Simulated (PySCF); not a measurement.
**Correlation energy of Xe (xenon, neutral)**

[Xe], closed-shell 1S. All numbers are calculated (PySCF 2.14, a scalar-relativistic core potential, in aug-cc-pVQZ-PP with ECP28MDF). Frozen: 4s2 4p6 4d10; 8 electrons correlated.

```json
{"level": "CCSD", "correlation energy (mhartree)": "-186.37"}
{"level": "(T)", "correlation energy (mhartree)": "-6.85"}
{"level": "CCSD(T)", "correlation energy (mhartree)": "-193.22"}
```

Diagnostics: T1 = 0.0028, D1 = 0.0075, largest double amplitude 0.030.

Cost of the coupled-cluster step: about 9 core-seconds, for 8 correlated electrons.

Iterations:

```
CC2 = 0
CCSD nocc = 4, nmo = 83
frozen orbitals [0, 1, 2, 3, 4, 5, 6, 7, 8]
max_cycle = 100
direct = 0
conv_tol = 1e-08
conv_tol_normt = 1e-06
diis_space = 8
diis_start_cycle = 0
Init t2, MP2 energy = -328.469854730306  E_corr(MP2) -0.170711515303079
Init E_corr(CCSD) = -0.170711515309964
cycle = 1  E_corr(CCSD) = -0.182697203045126  dE = -0.0119856877  norm(t1,t2) = 0.0239574
cycle = 2  E_corr(CCSD) = -0.185583975941887  dE = -0.0028867729  norm(t1,t2) = 0.00648488
cycle = 3  E_corr(CCSD) = -0.186315346341597  dE = -0.0007313704  norm(t1,t2) = 0.00186318
cycle = 4  E_corr(CCSD) = -0.186381900784861  dE = -6.65544433e-05  norm(t1,t2) = 0.000330052
cycle = 5  E_corr(CCSD) = -0.186367278860277  dE = 1.46219246e-05  norm(t1,t2) = 7.10776e-05
cycle = 6  E_corr(CCSD) = -0.186366063747237  dE = 1.21511304e-06  norm(t1,t2) = 1.08452e-05
cycle = 7  E_corr(CCSD) = -0.186366386117954  dE = -3.22370717e-07  norm(t1,t2) = 3.16336e-06
cycle = 8  E_corr(CCSD) = -0.186366399432749  dE = -1.33147953e-08  norm(t1,t2) = 5.9669e-07
cycle = 9  E_corr(CCSD) = -0.186366386039158  dE = 1.33935916e-08  norm(t1,t2) = 1.33e-07
cycle = 10  E_corr(CCSD) = -0.186366385999218  dE = 3.99396627e-11  norm(t1,t2) = 2.53519e-08
CCSD converged
E(CCSD) = -328.4855096010023  E_corr = -0.1863663859992179
CCSD(T) correction = -0.00684985466894289
```
